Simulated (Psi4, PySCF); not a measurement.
C4H10Mg (SMILES C[CH2][Mg][CH2]C), singlet, geometry from GFN2-xTB (such geometries of metal compounds can be far from the true shape), atoms displaced at random by about 0.03 Å a coordinate. Base run: PBE/6-31G, gradient run with PySCF.

Input for PySCF:
```python
from pyscf import gto, scf, dft

mol = gto.Mole()
mol.atom = '''
    Mg    0.793663   -0.439060   -0.340137
    C    -0.563444   -0.565893    1.336973
    C    -0.071937   -1.481487    2.440538
    H    -1.537104   -0.835272    0.996293
    H    -0.612263    0.415754    1.787867
    H     0.873340   -1.234059    2.832764
    H    -0.042205   -2.536448    2.106945
    H    -0.774436   -1.566738    3.298726
    C     0.334756    0.839444   -2.007027
    C    -0.676877    1.769350   -1.472956
    H    -0.074797    0.250261   -2.870117
    H     1.181218    1.362142   -2.404585
    H    -0.241802    2.348588   -0.646628
    H    -1.556271    1.295930   -1.022980
    H    -1.071323    2.485360   -2.238541
'''
mol.basis = '6-31g'
mol.charge = 0
mol.spin = 0
mol.verbose = 4
mol.build()

mf = dft.RKS(mol)
mf.xc = 'pbe'
mf.kernel()
g = mf.nuc_grad_method()
grad = g.kernel()
```

Programs used: Psi4, PySCF; a row that names a program was run with it.

The coordinate followed is y of atom 14.

The base run was repeated with changes; each row names its change, and settings that it needs were set with it.

| change | dE/dx (Eh/bohr) | net force (Eh/bohr) |
|---|---|---|
| base | 0.006892 | 0.000012 |
| finite difference step (bohr) = 0.05; conv_tol = 1e-11 | 0.006873 | - |
| grids.level = 1; grid_response = on | 0.006916 | 0.000000 |
| grids.level = 5; grid_response = on | 0.006887 | 0.000000 |
| grids.level = 1; grid_response = off | 0.006884 | 0.000232 |
| finite difference step (bohr) = 1e-5; conv_tol = 1e-11 | 0.006886 | - |
| density fitting = on; auxbasis_response = off | 0.006898 | 0.000939 |
| finite difference step (bohr) = 1e-4; conv_tol = 1e-11 | 0.006887 | - |
| code = psi4 | 0.006893 | 0.000083 |
| conv_tol = 1e-6 | 0.006893 | 0.000012 |
| grids.level = 5; grid_response = off | 0.006889 | 0.000002 |
| finite difference step (bohr) = 1e-3; conv_tol = 1e-11 | 0.006887 | - |

The net force is zero for an exact gradient.
